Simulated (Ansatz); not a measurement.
Bi8O18H12, relaxed as a singlet with RKS r2SCAN-D4/def2-SVP in Ansatz, starting from the GFN2-xTB geometry. Force threshold 0.03 eV/Å.

In the def2 sets Bi takes a core potential; there is no spin–orbit coupling. Single mean-field runs in def2-SVP are fitted with def2-universal-jkfit.

Start:

```xyz
38

Bi   -1.575    0.378    0.242
Bi    0.869   -0.298   -2.565
Bi    1.585   -2.043    0.709
Bi    0.021    1.384    3.236
Bi    0.466    3.138   -0.868
Bi   -1.822   -2.442   -1.164
Bi   -1.396   -1.587    3.133
Bi   -2.452    0.678   -3.148
O     0.730    1.940    0.852
O     2.054    1.040   -1.529
O    -1.488    3.289   -0.163
O     0.918    4.766    0.343
O    -3.178    2.415   -2.199
O    -0.600    1.260   -2.573
O    -1.837    1.978    2.496
O    -1.105   -1.869   -3.246
O     3.497   -2.840    0.946
O     2.146   -2.023   -1.420
O    -0.157   -0.270    1.962
O     2.554   -0.159    0.811
O    -0.236   -0.881   -0.863
O     0.007   -3.659   -0.783
O    -0.813   -0.056    4.417
O    -2.821   -0.412   -1.498
O     0.382   -2.708    3.301
O    -2.133   -1.534    0.831
H     1.427    1.270    0.749
H     2.359    0.587   -0.719
H    -2.141    3.032   -0.832
H     0.262    4.797    1.035
H    -3.019    3.181   -2.751
H    -1.719    2.686    1.851
H    -0.705   -2.651   -3.635
H     3.969   -2.744    0.120
H     1.682   -2.819   -1.695
H     3.492   -0.339    0.881
H    -0.210   -4.289   -0.097
H     0.987   -2.194    3.833
```

```json
{"step": "1", "energy (eV)": "-83753.0116", "largest force component (eV/Å)": "2.607", "SCF passes": "26"}
{"step": "2", "energy (eV)": "-83753.9180", "largest force component (eV/Å)": "1.136", "SCF passes": "29"}
{"step": "3", "energy (eV)": "-83754.2401", "largest force component (eV/Å)": "1.023", "SCF passes": "30"}
{"step": "4", "energy (eV)": "-83754.3053", "largest force component (eV/Å)": "0.985", "SCF passes": "23"}
{"step": "5", "energy (eV)": "-83754.4107", "largest force component (eV/Å)": "0.402", "SCF passes": "23"}
{"step": "6", "energy (eV)": "-83754.4278", "largest force component (eV/Å)": "1.061", "SCF passes": "23"}
{"step": "7", "energy (eV)": "-83754.4710", "largest force component (eV/Å)": "0.287", "SCF passes": "23"}
{"step": "8 (rejected)", "energy (eV)": "-83753.5243", "largest force component (eV/Å)": "2.212", "SCF passes": "29"}
{"step": "9", "energy (eV)": "-83754.4970", "largest force component (eV/Å)": "0.205", "SCF passes": "23"}
{"step": "10", "energy (eV)": "-83754.5132", "largest force component (eV/Å)": "0.392", "SCF passes": "24"}
{"step": "11", "energy (eV)": "-83754.5175", "largest force component (eV/Å)": "0.591", "SCF passes": "22"}
{"step": "13", "energy (eV)": "-83754.5538", "largest force component (eV/Å)": "0.353", "SCF passes": "24"}
{"step": "15", "energy (eV)": "-83754.5688", "largest force component (eV/Å)": "0.610", "SCF passes": "24"}
{"step": "17", "energy (eV)": "-83754.5886", "largest force component (eV/Å)": "0.212", "SCF passes": "23"}
{"step": "19", "energy (eV)": "-83754.6143", "largest force component (eV/Å)": "0.153", "SCF passes": "23"}
{"step": "21 (rejected)", "energy (eV)": "-83754.6170", "largest force component (eV/Å)": "0.833", "SCF passes": "23"}
{"step": "23", "energy (eV)": "-83754.6383", "largest force component (eV/Å)": "0.444", "SCF passes": "23"}
{"step": "25 (rejected)", "energy (eV)": "-83754.6408", "largest force component (eV/Å)": "0.582", "SCF passes": "23"}
{"step": "27", "energy (eV)": "-83754.6501", "largest force component (eV/Å)": "0.103", "SCF passes": "24"}
{"step": "29", "energy (eV)": "-83754.6533", "largest force component (eV/Å)": "0.053", "SCF passes": "25"}
{"step": "30", "energy (eV)": "-83754.6536", "largest force component (eV/Å)": "0.028", "SCF passes": "23"}
```

Force components are those of the run's own axes.

End:

```xyz
38

Bi   -1.527    0.742    0.414
Bi    0.980   -0.368   -2.634
Bi    1.545   -1.879    0.793
Bi    0.064    1.252    3.621
Bi    0.553    3.128   -1.312
Bi   -1.822   -2.278   -1.015
Bi   -1.524   -1.718    3.150
Bi   -2.443    0.592   -3.313
O     0.478    1.900    0.567
O     2.062    1.291   -1.660
O    -1.545    2.944   -0.566
O     1.430    4.516    0.045
O    -3.211    2.499   -2.593
O    -0.508    1.259   -2.852
O    -1.699    2.115    2.705
O    -1.070   -1.634   -3.242
O     3.488   -2.608    1.360
O     2.249   -1.960   -1.371
O    -0.185   -0.239    2.137
O     2.453    0.193    0.710
O    -0.196   -0.728   -0.799
O     0.123   -3.482   -0.685
O    -0.959   -0.168    4.681
O    -2.822   -0.258   -1.429
O     0.217   -2.992    2.959
O    -2.128   -1.636    1.036
H     1.272    1.300    0.693
H     2.419    0.918   -0.801
H    -2.179    2.944   -1.340
H     1.362    4.142    0.936
H    -4.055    2.343   -2.140
H    -1.523    2.994    2.326
H    -1.023   -2.299   -3.946
H     4.047   -2.602    0.568
H     1.757   -2.784   -1.575
H     3.347    0.116    1.076
H    -0.050   -4.365   -0.322
H     0.624   -3.188    3.817
```

Bonds formed: Bi1–O9, Bi1–O11 (atoms count from 1).

No frequencies were taken in this run, so the end may be a saddle point.

Run time 3.7 min (2 threads of AMD EPYC 7R13 on a shared host and a share (18 GiB) of an NVIDIA H100 80GB HBM3), peak host memory 1.2 GiB.
